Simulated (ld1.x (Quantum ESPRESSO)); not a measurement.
**Pb (Z = 82) TM: all-electron and pseudo phase curves**

| Item | Value |
| --- | --- |
| Element | lead |
| Generator | ld1.x (Quantum ESPRESSO) 7.5 |
| Type | norm-conserving Troullier–Martins (Kleinman–Bylander form) |
| Functional | PBE |
| Relativity | scalar-relativistic |
| Frozen core | [Xe] 4f14 |
| Valence charge | 14 |
| Reference configuration | 5d10 6s2 6p0.5 (charge +1.5) |
| Partial waves | 6s (bound): rc 1.90 bohr; 5d (bound): rc 1.50 bohr; 6p (bound): rc 2.60 bohr |
| Local potential | the p channel |
| Core correction | a·sin(br)/r model core inside 0.90 bohr |

The phase is arctan(r·u′/u) with u = r·R(r), unwrapped; energies in Ry, scanned from -4 to 5 Ry. A pole is an energy at which the radial function vanishes at the test radius. The pseudo phase is shifted by a multiple of π to meet the all-electron one at the reference energy, and phase errors are pseudo minus all-electron; the curves can meet again beyond the range given. Levels narrower than the energy grid can be missing from the lists of poles.

Problem. For each channel, where are the poles, and over which energies does the pseudopotential scatter like the atom?

Solution.

```
channel  radius (bohr)  reference energy (Ry)  poles, all-electron  poles, pseudo  unbroken range about the reference energy with phases within 0.05 rad  phase error 1 Ry above the reference energy (rad)
      s           2.86                  -1.71                -0.92    -0.93, 3.70                                                              below 0.8                                             -0.003
      p           2.86                  -0.99                 0.57           0.52                                                              below 2.1                                             -0.005
      d           2.86                  -2.44          -2.36, 2.99    -2.36, 4.14                                                             below -0.6                                             +0.012
```

Phases in the p channel:

```json
{"E (Ry)": "-4.00", "all-electron": "1.349", "pseudo": "1.348"}
{"E (Ry)": "-3.76", "all-electron": "1.337", "pseudo": "1.336"}
{"E (Ry)": "-3.52", "all-electron": "1.323", "pseudo": "1.322"}
{"E (Ry)": "-3.28", "all-electron": "1.307", "pseudo": "1.305"}
{"E (Ry)": "-3.04", "all-electron": "1.287", "pseudo": "1.285"}
{"E (Ry)": "-2.80", "all-electron": "1.261", "pseudo": "1.260"}
{"E (Ry)": "-2.56", "all-electron": "1.228", "pseudo": "1.227"}
{"E (Ry)": "-2.32", "all-electron": "1.184", "pseudo": "1.182"}
{"E (Ry)": "-2.08", "all-electron": "1.120", "pseudo": "1.118"}
{"E (Ry)": "-1.84", "all-electron": "1.021", "pseudo": "1.018"}
{"E (Ry)": "-1.60", "all-electron": "0.847", "pseudo": "0.845"}
{"E (Ry)": "-1.36", "all-electron": "0.502", "pseudo": "0.500"}
{"E (Ry)": "-1.12", "all-electron": "-0.152", "pseudo": "-0.152"}
{"E (Ry)": "-0.88", "all-electron": "-0.801", "pseudo": "-0.801"}
{"E (Ry)": "-0.64", "all-electron": "-1.142", "pseudo": "-1.143"}
{"E (Ry)": "-0.40", "all-electron": "-1.315", "pseudo": "-1.318"}
{"E (Ry)": "-0.16", "all-electron": "-1.416", "pseudo": "-1.420"}
{"E (Ry)": "0.08", "all-electron": "-1.483", "pseudo": "-1.488"}
{"E (Ry)": "0.32", "all-electron": "-1.531", "pseudo": "-1.538"}
{"E (Ry)": "0.56", "all-electron": "-1.569", "pseudo": "-1.578"}
{"E (Ry)": "0.80", "all-electron": "-1.601", "pseudo": "-1.612"}
{"E (Ry)": "1.04", "all-electron": "-1.630", "pseudo": "-1.643"}
{"E (Ry)": "1.28", "all-electron": "-1.656", "pseudo": "-1.674"}
{"E (Ry)": "1.52", "all-electron": "-1.683", "pseudo": "-1.706"}
{"E (Ry)": "1.76", "all-electron": "-1.710", "pseudo": "-1.742"}
{"E (Ry)": "2.00", "all-electron": "-1.740", "pseudo": "-1.786"}
{"E (Ry)": "2.24", "all-electron": "-1.775", "pseudo": "-1.843"}
{"E (Ry)": "2.48", "all-electron": "-1.817", "pseudo": "-1.924"}
{"E (Ry)": "2.72", "all-electron": "-1.872", "pseudo": "-2.056"}
{"E (Ry)": "2.96", "all-electron": "-1.948", "pseudo": "-2.307"}
{"E (Ry)": "3.20", "all-electron": "-2.064", "pseudo": "-2.846"}
{"E (Ry)": "3.44", "all-electron": "-2.258", "pseudo": "-3.626"}
{"E (Ry)": "3.68", "all-electron": "-2.618", "pseudo": "-4.098"}
{"E (Ry)": "3.92", "all-electron": "-3.216", "pseudo": "-4.318"}
{"E (Ry)": "4.16", "all-electron": "-3.784", "pseudo": "-4.436"}
{"E (Ry)": "4.40", "all-electron": "-4.111", "pseudo": "-4.509"}
{"E (Ry)": "4.64", "all-electron": "-4.288", "pseudo": "-4.559"}
{"E (Ry)": "4.88", "all-electron": "-4.394", "pseudo": "-4.596"}
```
